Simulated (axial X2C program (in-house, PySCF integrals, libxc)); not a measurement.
# YbB: properties at the nuclei

Computed with an in-house all-electron X2C program for linear molecules (integrals from PySCF): two-component X2C with atomic mean-field Coulomb and Gaunt terms, Gaussian nuclei, basis Yb dyall-cv3z, B dyall-v3z with contracted cores.

R = 2.634 Å (near the PBE0 minimum at charge 0 of the determinant lowest at the starting distance; the state shown can have its own minimum elsewhere).

Determinant lowest in the PBE0 search, Ω = 1/2 (⟨Sz⟩ = -0.50, ⟨Lz⟩ = 1.00 at PBE0), spin on the atoms Yb 0.20, B -0.70:

```tsv
level	Eeff magnitude (GV/cm)	Ws magnitude Yb (kHz)	A∥/gI Yb (MHz)	qzz Yb (a.u.)	A∥/gI B (MHz)	qzz B (a.u.)	μ (D)
PBE0	27.7	49.2	3790	-2.04	99.6	-0.14	-3.34
HF	37.3	66.4	4400	-3.93	48.4	-0.25	-3.67
B3LYP	21.4	38.3	3240	-1.53	90.4	-0.10	-3.19
PBE	15.4	27.3	2690	-1.02	98.5	-0.06	-3.23
LDA	12.8	23	2480	-1.00	90.2	-0.06	-3.20
```

Determinant 0.51 eV from it at PBE0 and this distance, Ω = 5/2 (⟨Sz⟩ = 1.50, ⟨Lz⟩ = 1.00 at PBE0), spin on the atoms Yb 0.65, B 0.84:

```csv
level,Eeff magnitude (GV/cm),Ws magnitude Yb (kHz),A∥/gI Yb (MHz),qzz Yb (a.u.),A∥/gI B (MHz),qzz B (a.u.),μ (D)
PBE0,16.2,5.29,1700,-3.88,47.6,-0.31,-4.48
HF,17.3,5.79,1410,-4.74,51.7,-0.32,-4.00
B3LYP,17.5,5.79,1790,-3.70,55.7,-0.33,-4.69
PBE,17.4,5.72,1740,-3.05,48.6,-0.29,-4.79
LDA,18.6,6.2,1840,-2.98,54.8,-0.29,-4.84
```

Eeff is the effective electric field on the electron electric dipole moment in this Ω state and Ws the scalar–pseudoscalar constant of the nucleus named (defined with the proton number Z and per Ω); A∥ (defined per Ω) follows by multiplying with gI = μI/(I μN); qzz is the electric field gradient, eQq0 = 234.96 MHz × Q/barn × qzz; μ is positive if the B end (last atom) is positive. The operators were transformed with the bare-nucleus X2C matrices; with these basis sets, hyperfine constants and field gradients can be off by tens of per cent, and where levels differ in sign neither size nor sign is settled.

Q: With gI(173Yb) = -0.2592 (g factors from the IAEA table of nuclear moments by Stone), turn the PBE0 values of the first state into constants in MHz.

A: A∥(173Yb) = 3790 × -0.2592 = -982 MHz.

Each state is one determinant with collinear spin, which with several unpaired electrons need not be a pure state. Unrestricted Hartree–Fock can overshoot spin polarisation at the nuclei. With several open shells hyperfine constants can be off by a factor of several. Where Eeff spreads by more than a factor of two the levels disagree and none is to be relied on. The search compared states at one distance, so a state with another bond length can lie lower. Further determinants of the search, some of them spin-mixed, are not shown. Where a field gradient or hyperfine factor spreads by more than a factor of two over the levels, a constant derived from it is not to be relied on. PBE0 term energies can be off by some tenths of an eV.
